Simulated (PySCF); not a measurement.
Be(Me)(SiH3) (CH6BeSi), SMILES [Be]([SiH3])[CH3]. Atoms are numbered in the order given.

```xyz
9

Be     0.0000     0.0000    -0.7544
C      0.0000     0.0000    -2.4314
H     -0.6800     0.7635    -2.8456
H     -0.3212    -0.9707    -2.8456
H      1.0013     0.2072    -2.8456
Si     0.0000     0.0000     1.4362
H     -0.1768    -1.3765     2.0120
H     -1.1037     0.8414     2.0120
H      1.2805     0.5351     2.0120
```

The structure is a stationary point at PBE-D3(BJ)/def2-TZVP.

Level of theory: M06-2X/def2-TZVPD (PySCF).

```
Item                                                                                                           Result
---------------------------------------------------------------------------------------------  ----------------------
total energy                                                                                       -345.90625 hartree
point group                                                                                                        C3
highest occupied level                                                                                       -8.70 eV
lowest empty level                                                                                           -0.33 eV
orbital gap                                                                                                   8.37 eV
dipole moment                                                                                                  1.12 D
quadrupole, principal values (traceless, Buckingham form, about the centre of nuclear charge)   -5.51, 2.76, 2.76 D·Å
mean static polarisability                                                                       61.9 bohr³ (9.18 Å³)
polarisability, principal values                                                               55.7, 55.7, 74.3 bohr³
```
